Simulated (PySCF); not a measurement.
**Arsenic: a sound run and one with changed settings**

Sound run: As⁺ [Ar] 3d10 4s2 4p2, As²⁺ [Ar] 3d10 4s2 4p1. Computed with PySCF 2.14 in aug-cc-pVDZ-DK (6s5p3d, 36 functions), with the spin-free X2C one-electron Hamiltonian (Gaussian nucleus). The sound run starts from symmetry-adapted Hartree-Fock orbitals and uses a fine grid where one is needed.

Changed run: initial guess atom, at most 5 SCF cycles. This setting is unsound on purpose.

```tsv
species	method	sound run (hartree)	changed run (hartree)	converged
As⁺	UHF	-2258.57112	-2258.57112	no
As⁺	PBE0	-2259.97779	-2259.97779	no
As⁺	BP86	-2260.55955	-2260.55955	no
As²⁺	UHF	-2257.91044	-2257.91044	no
As²⁺	PBE0	-2259.29510	-2259.29510	no
As²⁺	BP86	-2259.87509	-2259.87509	no
```

The SCF was stopped early; the energies are upper bounds that still move, and correlated levels were skipped or rest on poor orbitals.
